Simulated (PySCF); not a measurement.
[ZnF3]-, singlet: molecular constants

These are results of PBE0 in PySCF with Zn def2-TZVPD, F def2-TZVPD; no relativity; density-fitted integrals, not measurements.

The structure is a minimum.

```xyz
4
charge -1 multiplicity 1, angstrom
Zn    0.0000    0.0000    0.0000
F     1.8464    0.0000    0.0000
F    -0.9232    1.5990    0.0000
F    -0.9232   -1.5990    0.0000
```

| Property | Result |
| --- | --- |
| Point group | D3h |
| Bond lengths | Zn–F 1.846 Å (×3) |
| Bond angles | F–Zn–F 120.0° (×3) |
| Enthalpy at 298.15 K above 0 K | 16.57 kJ/mol |
| Lowest empty level | 3.72 eV |
| Rotational constants | 0.1735, 0.1735, 0.08676 cm⁻¹ |
| Rotational symmetry number | 6 |
| Heat capacity Cp at 298.15 K | 72.1 J/(mol K) |
| Entropy at 298.15 K and 1 bar | 302.8 J/(mol K) |
| Zero-point energy | 12.1 kJ/mol |
| Highest occupied level | -4.15 eV |
| Principal polarisabilities | 26.5, 32.2, 32.2 bohr³ |
| Dipole moment about the centre of mass | 0.00 D |
| Principal quadrupole moments (Buckingham, traceless) about the centre of mass | -8.19, -8.19, 16.38 D Å |

Harmonic modes (masses in u: Zn 63.929, F 18.998):
```
symmetry  ω (cm⁻¹)  IR (km/mol, summed over degenerate members)  μ (u)     type
      e'       144                                         62.3  21.71     bend
    a2''       175                                         61.6  28.41     bend
     a1'       501                                          0.0  19.00  stretch
      e'       534                                          262  23.94  stretch
```

In D3h the vibrations span 2e' + a2'' + a1'. The a1' mode carries no infrared intensity, as symmetry demands.

Charges (e); Mulliken and Löwdin values are unreliable with diffuse functions:
| atom | Mulliken | Löwdin | polar tensor | Mayer order to Zn1 |
| --- | --- | --- | --- | --- |
| Zn1 | 1.02 | 0.78 | 1.39 | – |
| F2,3,4 | -0.67 | -0.59 | -0.80 | 0.51 |

Mulliken populations on Zn1: s 6.53, p 12.42, d 10.02, f 0.00.

Outer orbital energies (eV). occupied: -5.42, -5.42, -5.09, -4.59, -4.57, -4.57, -4.15, -4.15; empty: 3.72, 3.73, 3.76, 3.76.

Counting electrons, zinc keeps none of its valence electrons outside its bonds, so the VSEPR class is AX3 and the expected shape is trigonal planar (D3h), as computed.

Other isomers or separated fragments may lie lower. The lowest empty level of this anion is unbound, so it and the gap depend on the basis.

The final relaxation and frequency run took of the order of 5 core-minutes on a shared host.
